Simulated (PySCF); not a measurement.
BrSi, SMILES [Si]Br (connectivity only; charge and spin as stated), neutral, multiplicity 2.

Geometry: PBE-D3(BJ)/def2-TZVP.

These are PBE-D3(BJ)/def2-TZVP run with PySCF values and carry that method's errors.

Frequencies are harmonic and unscaled.

```csv
mode,ν (cm⁻¹),IR (km/mol),moving atoms (share of kinetic energy)
1,406,58.5,"Si 74 %, Br 26 %"
```
